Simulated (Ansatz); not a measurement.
Computed with Ansatz on PBE0-D4/def2-TZVP structures; ΔE is electronic, products minus reactants. CBS: MP2 limit from def2 TZ/QZ plus the TZ coupled-cluster correction, frozen cores. This one scheme is used for every species. Functionals use def2-TZVPP. B3LYP here is the variant with VWN-RPA as its local correlation; programs differ in this. HSE06 is defined as in plane-wave codes. Each species was taken in one conformer, which may not be the lowest.

Reaction (substitution at a C–C bond): `CCC(=N)[SiH3]` + H₂S → `CCS` + `N=C[SiH3]`

```json
{"level": "LDA (SPW92)", "ΔE (kcal/mol)": "9.5", "difference from CCSD(T)/CBS": "2.1"}
{"level": "PBE-D4", "ΔE (kcal/mol)": "7.4", "difference from CCSD(T)/CBS": "0.0"}
{"level": "revPBE-D4", "ΔE (kcal/mol)": "7.5", "difference from CCSD(T)/CBS": "0.1"}
{"level": "BLYP-D4", "ΔE (kcal/mol)": "7.1", "difference from CCSD(T)/CBS": "-0.3"}
{"level": "r2SCAN-D4", "ΔE (kcal/mol)": "7.8", "difference from CCSD(T)/CBS": "0.4"}
{"level": "B97M-V", "ΔE (kcal/mol)": "8.0", "difference from CCSD(T)/CBS": "0.6"}
{"level": "PBE0-D4", "ΔE (kcal/mol)": "7.7", "difference from CCSD(T)/CBS": "0.3"}
{"level": "B3LYP-D4", "ΔE (kcal/mol)": "7.3", "difference from CCSD(T)/CBS": "-0.1"}
{"level": "r2SCANh-D4", "ΔE (kcal/mol)": "7.8", "difference from CCSD(T)/CBS": "0.4"}
{"level": "r2SCAN0-D4", "ΔE (kcal/mol)": "7.9", "difference from CCSD(T)/CBS": "0.5"}
{"level": "HSE06-D4", "ΔE (kcal/mol)": "7.6", "difference from CCSD(T)/CBS": "0.2"}
{"level": "BHLYP-D4", "ΔE (kcal/mol)": "7.5", "difference from CCSD(T)/CBS": "0.1"}
{"level": "ωB97X-V", "ΔE (kcal/mol)": "7.4", "difference from CCSD(T)/CBS": "0.0"}
{"level": "ωB97M-V", "ΔE (kcal/mol)": "7.5", "difference from CCSD(T)/CBS": "0.1"}
{"level": "B2PLYP", "ΔE (kcal/mol)": "6.5", "difference from CCSD(T)/CBS": "-0.9"}
{"level": "PBE-QIDH", "ΔE (kcal/mol)": "7.5", "difference from CCSD(T)/CBS": "0.1"}
{"level": "PBE", "ΔE (kcal/mol)": "6.3", "difference from CCSD(T)/CBS": "-1.1"}
{"level": "revPBE", "ΔE (kcal/mol)": "5.0", "difference from CCSD(T)/CBS": "-2.4"}
{"level": "r2SCAN", "ΔE (kcal/mol)": "7.4", "difference from CCSD(T)/CBS": "0.0"}
{"level": "PBE0", "ΔE (kcal/mol)": "6.6", "difference from CCSD(T)/CBS": "-0.8"}
{"level": "B3LYP", "ΔE (kcal/mol)": "5.6", "difference from CCSD(T)/CBS": "-1.8"}
{"level": "r2SCANh", "ΔE (kcal/mol)": "7.4", "difference from CCSD(T)/CBS": "0.0"}
{"level": "HSE06", "ΔE (kcal/mol)": "6.6", "difference from CCSD(T)/CBS": "-0.8"}
{"level": "BHLYP", "ΔE (kcal/mol)": "6.2", "difference from CCSD(T)/CBS": "-1.2"}
{"level": "CAM-B3LYP", "ΔE (kcal/mol)": "6.7", "difference from CCSD(T)/CBS": "-0.7"}
{"level": "RPA@PBE/def2-TZVPP", "ΔE (kcal/mol)": "7.5", "difference from CCSD(T)/CBS": "0.1"}
{"level": "HF/def2-SVP", "ΔE (kcal/mol)": "7.5", "difference from CCSD(T)/CBS": "0.1"}
{"level": "CCSD/def2-SVP", "ΔE (kcal/mol)": "9.1", "difference from CCSD(T)/CBS": "1.7"}
{"level": "CCSD(T)/def2-SVP", "ΔE (kcal/mol)": "9.4", "difference from CCSD(T)/CBS": "2.0"}
{"level": "HF/def2-TZVPP", "ΔE (kcal/mol)": "5.5", "difference from CCSD(T)/CBS": "-1.9"}
{"level": "MP2/def2-TZVPP", "ΔE (kcal/mol)": "8.1", "difference from CCSD(T)/CBS": "0.7"}
{"level": "SCS-MP2/def2-TZVPP", "ΔE (kcal/mol)": "7.2", "difference from CCSD(T)/CBS": "-0.2"}
{"level": "CCSD/def2-TZVPP", "ΔE (kcal/mol)": "7.6", "difference from CCSD(T)/CBS": "0.2"}
{"level": "CCSD(T)/def2-TZVPP", "ΔE (kcal/mol)": "7.9", "difference from CCSD(T)/CBS": "0.5"}
{"level": "HF/def2-QZVPP", "ΔE (kcal/mol)": "5.4", "difference from CCSD(T)/CBS": "-2.0"}
{"level": "MP2/def2-QZVPP", "ΔE (kcal/mol)": "7.8", "difference from CCSD(T)/CBS": "0.4"}
{"level": "SCS-MP2/def2-QZVPP", "ΔE (kcal/mol)": "6.9", "difference from CCSD(T)/CBS": "-0.5"}
{"level": "HF/CBS(def2)", "ΔE (kcal/mol)": "5.4", "difference from CCSD(T)/CBS": "-2.0"}
{"level": "MP2/CBS(def2)", "ΔE (kcal/mol)": "7.6", "difference from CCSD(T)/CBS": "0.2"}
{"level": "CCSD/CBS(def2)", "ΔE (kcal/mol)": "7.1", "difference from CCSD(T)/CBS": "-0.3"}
{"level": "CCSD(T)/CBS", "ΔE (kcal/mol)": "7.4", "difference from CCSD(T)/CBS": "0"}
```

Largest T1 diagnostic among the species: 0.012.

From BLYP to BHLYP (50 % exact exchange), in def2-TZVPP and without D4, ΔE moves by +1.2 kcal/mol. Leaving LDA and LC-ωPBE aside and taking each functional with its dispersion term where it has one, the values spread over 1.4 kcal/mol, from B2PLYP to B97M-V. LDA lies +3.2 kcal/mol from PBE without D4. At CCSD(T), def2-SVP lies +2.0 kcal/mol from the extrapolated value and def2-TZVPP +0.5 kcal/mol.
